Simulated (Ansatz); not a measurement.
Molecule: NbO, net charge 0, quartet state. The spin state was set by rule; other spins were not relaxed. 
Structure (B3LYP-D3(BJ)/def2-TZVP (Ansatz, a first-principles code) minimum search):
```xyz
2

Nb     0.0000     0.0000    -0.2756
O      0.0000     0.0000     1.4124
```
Charge 0, spin multiplicity 4.

Basis-set convergence of Hartree-Fock and CCSD correlation energies (hartree) with Ansatz. Cores are frozen in the correlated levels unless marked. UHF or UKS for open shells. No spin-orbit coupling. The frozen core is the preceding noble-gas configuration, with the filled d and f shells of earlier blocks. Past Kr the def2 sets carry scalar-relativistic core potentials.

```tsv
basis	functions	E(HF)	E(corr, CCSD)
def2-SVPD	57	-131.16288	-0.29326
def2-TZVPPD	96	-131.27176	-0.34843
def2-QZVPPD	147	-131.27652	-0.36737
```

Extrapolating the two largest sets (X = 3 and 4) as X^-3: E(corr) = (64·(-0.36737) - 27·(-0.34843))/37 = -0.3812 Eh, an estimate of the basis-set limit. The largest set recovers 96.4 % of it, the smallest 76.9 %.
